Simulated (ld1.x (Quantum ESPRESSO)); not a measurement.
# Plane-wave convergence, PAW potential for lithium

ld1.x (Quantum ESPRESSO) 7.5 input, shortened:

```
&input
   title='Li', zed=3., rel=1, dft='PW91', iswitch=3,
   config='[He] 2s0.5 2p0'
 /
 &inputp
   pseudotype=3, lpaw=.true., tm=.true., lloc=-1, rcloc=3.75,
   nlcc=.false.,
   which_augfun='BESSEL', rmatch_augfun=0.95
 /
4
1S  1  0   2.00   0.00  0.90  1.10  0.0
2S  2  0   0.50   0.00  0.90  1.10  0.0
2P  2  1   0.00   0.00  4.20  4.70  0.0
2P  2  1   0.00   2.30  4.20  4.70  0.0
 &test
   configts(1)='1s2 2s0.5 2p0'
 /
```

The pseudo-atom Hamiltonian at the reference potential is diagonalised in spherical Bessel functions j_l(qr) that vanish at 20 bohr, with q² up to the cutoff. All-electron valence levels (Ry): 1s -4.1118, 2s -0.3935, 2p -0.2470.

How do the lowest levels (Ry) of each channel move with the cutoff, and are there ghosts?

```tsv
cutoff (Ry)	s #1	s #2	p #1	d #1	d #2	f #1	Σ f·Δε (mRy)
8	-3.3679	-0.2536	-0.2470	-0.0442	0.0513	0.0318	1557.8
12	-3.7179	-0.2694	-0.2470	-0.0442	0.0513	0.0318	849.8
21	-4.0244	-0.3059	-0.2470	-0.0442	0.0513	0.0318	218.7
30	-4.0922	-0.3357	-0.2470	-0.0442	0.0513	0.0318	68.1
40	-4.1103	-0.3680	-0.2470	-0.0442	0.0513	0.0318	15.8
50	-4.1115	-0.3847	-0.2470	-0.0442	0.0513	0.0318	5.1
70	-4.1117	-0.3929	-0.2470	-0.0442	0.0513	0.0318	0.6
90	-4.1118	-0.3934	-0.2470	-0.0442	0.0513	0.0318	0.1
400	-4.1118	-0.3935	-0.2470	-0.0442	0.0513	0.0318	0.0
```

Result: no extra level below or beside the all-electron valence levels (s, p, d, f tested); 10 mRy is reached at 45 Ry and 1 mRy at 70 Ry.

Test run stopped at test 1 of 4 (negative rho).
